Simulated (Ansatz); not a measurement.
ClTl, singlet, at a GFN2-xTB geometry (such geometries of metal compounds can be far from the true shape) (core potentials on Tl), with bond 2-1 at 1.25 times its length; HF/def2-SV(P) run with Ansatz (an electronic-structure program).

Input for Ansatz:
Ansatz 0.2 input:
```yaml
crystal:
  periodic: [false, false, false]
  atoms:
    - {symbol: Tl, position_ang: [-0.00000000, -0.00000000, -0.44980442]}
    - {symbol: Cl, position_ang: [0.00000000, 0.00000000, 2.79143329]}
basis:
  gaussian:
    orbitals: def2-SV_P_.json
hamiltonian:
  xc: hf
scf: {lower_state_search: standard}
magnetization: {spin_polarized: true}
```
The basis file holds def2-SV(P) in the JSON format of the Basis Set Exchange.

The log (banner, timings and long lists left out):

```
Functional definition: HF
511 factors; integrals over basis functions are off by at most 2.1e-4 eV
mean field evaluation 1: about -17166.4949 eV, gradient 1.3e1 eV
mean field evaluation 2: about -17166.5069 eV, gradient 1.3e1 eV
mean field evaluation 4: about -17167.8952 eV, gradient 8.3e-1 eV
mean field evaluation 8: about -17167.9151 eV, gradient 2.4e-1 eV
mean field evaluation 16: about -17163.9841 eV, gradient 1.2e1 eV
mean field evaluation 32: about -17167.9165 eV, gradient 8.2e-5 eV
mean field -17167.91654374 eV, -630.9092961506 hartree, gradient 8.2e-5 eV, S^2 0.000000; 0 other end points of the search recorded, 0 dependent functions left out
reference -17167.91654374 eV, -630.9092961506 hartree; 19, 19 occupied and 25, 25 virtual orbitals, 511 factors
Total energy: -17167.91654374 eV, -630.9092961506 hartree
```
